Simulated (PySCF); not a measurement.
## How methods differ on the ionisation energy of Tc²⁺

Tc²⁺ [Kr] 4d5 (6S) → Tc³⁺ [Kr] 4d4 (5D), as a difference of total energies. Calculation: PySCF 2.14, in ANO-RCC-VTZP (7s6p4d2f1g, 68 functions); the spin-free X2C one-electron Hamiltonian (Gaussian nucleus). Correlated levels: valence and next inner shell: [Ar] 3d10 frozen. The calculations carry no spin-orbit coupling.

Order these methods by the ionisation energy they give, lowest first.
A. MP2 (valence and next inner shell)
B. UHF
C. SCS-MP2 (valence and next inner shell)
D. CCSD (valence and next inner shell)

B (28.854 eV), C (29.490 eV), D (29.676 eV), A (29.855 eV).

A first-order spin-orbit estimate (lowest level to lowest level, LS coupling) adds -0.198 eV.

Errors of the correlated levels include the incompleteness of this basis and the frozen core.

For comparison: 29.55 eV (semi-empirical (NIST evaluation); NIST Atomic Spectra Database, ionization energies).
